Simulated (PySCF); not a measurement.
CH$_{3}$O$_{2}$ (SMILES O=C[OH2+]), charge +1, singlet, geometry from GFN2-xTB. Base run: PySCF with MP2/3-21G.

The PySCF input:
```python
from pyscf import gto, scf, mp

mol = gto.M(
    atom='''
O     0.851809    0.788827    0.420931
C     0.516099   -0.173020   -0.103227
O    -0.998995   -0.451134   -0.171286
H     0.998297   -1.033837   -0.565574
H    -1.558831    0.301028    0.137339
H    -1.358567   -0.930619   -0.949564
''',
    basis='3-21g',
    charge=1,
    spin=0,
    verbose=4,
)

mf = scf.RHF(mol)
mf.kernel()

pt = mp.MP2(mf, frozen=3)
pt.kernel()
print('E(MP2) = %.10f' % pt.e_tot)
```

Each row names what was changed in the base input (with any setting that the change needs).

| change | basis functions | E (Eh) | MP2 correlation (Eh) | SCF-reference HOMO (eV) | SCF-reference HOMO-LUMO gap (eV) |
|---|---|---|---|---|---|
| base | 33 | -188.31601 | -0.34226 | -20.71 | 18.15 |
| basis = STO-3G | 18 | -186.74069 | -0.17258 | -19.17 | 19.15 |
| basis = pcseg-0 | 33 | -188.78594 | -0.35051 | -21.07 | 18.04 |
| basis = 6-31G* | 48 | -189.48942 | -0.47742 | -20.76 | 18.21 |
| basis = def2-SVP | 57 | -189.38066 | -0.50363 | -20.85 | 18.13 |
| basis = 6-31+G* | 60 | -189.49691 | -0.48172 | -20.82 | 17.31 |
| basis = def2-SVPD | 90 | -189.40921 | -0.52101 | -20.85 | 17.38 |
| basis = aug-cc-pVDZ | 96 | -189.58123 | -0.52759 | -20.73 | 16.86 |
| basis = 6-311+G(2d,p) | 99 | -189.65819 | -0.57284 | -20.78 | 17.19 |
| basis = def2-TZVP | 111 | -189.72564 | -0.61924 | -20.75 | 17.67 |
| basis = cc-pVTZ | 132 | -189.73101 | -0.63004 | -20.74 | 17.77 |
| basis = pc-2 | 132 | -189.71842 | -0.61497 | -20.76 | 17.32 |
| basis = def2-TZVPD | 144 | -189.72955 | -0.62241 | -20.76 | 17.02 |

Totals compare only among sets that treat the same electrons; sets with core potentials leave the core out.
